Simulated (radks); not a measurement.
Question: Cd3+, configuration [Kr] 4d9. All-electron calculation, scalar-relativistic Kohn-Sham, BLYP, spin-polarised, spherical densities, point nucleus; open shells are filled with parallel spins first (spin-orbit coupling, left out, can overturn this in heavy ions). Program: a radial shooting solver on a logarithmic mesh with Libxc functionals. Some entries of the table are withheld. Estimate them.

| orbital | occ. | eigenvalue (hartree) | <1/r> (bohr^-1) |
|---|---|---|---|
| 1s up | 1 | -976.2961 | 50.64 |
| 1s down | 1 | -976.2961 | 50.64 |
| 2s up | 1 | -146.0774 | 11.52 |
| 2s down | 1 | -146.0693 | 11.52 |
| 2p up | 3 | -131.2214 | 11.11 |
| 2p down | 3 | -131.2153 | 11.11 |
| 3s up | 1 | -28.29239 | 4.062 |
| 3s down | 1 | -28.28835 | 4.062 |
| 3p up | 3 | -23.42095 | 3.869 |
| 3p down | 3 | -23.41634 | 3.869 |
| 3d up | 5 | -15.79504 | 3.642 |
| 3d down | 5 | -15.78788 | 3.642 |
| 4s up | 1 | -5.20682 | 1.580 |
| 4s down | 1 | -5.17662 | 1.581 |
| 4p up | 3 | -3.76703 | 1.428 |
| 4p down | 3 | -3.73631 | 1.428 |
| 4d up | 5 | -1.69309 | (1) |
| 4d down | 4 | -1.66422 | (2) |
| 5s up | 0 | (3) | 0.5659 |
| 5s down | 0 | (4) | 0.5618 |
| 5p up | 0 | -0.90687 | 0.4792 |
| 5p down | 0 | -0.89914 | 0.4754 |

Answer: 
(1) 4d up <1/r> (bohr^-1): 1.111
(2) 4d down <1/r> (bohr^-1): 1.108
(3) 5s up eigenvalue (hartree): -1.20202
(4) 5s down eigenvalue (hartree): -1.19056
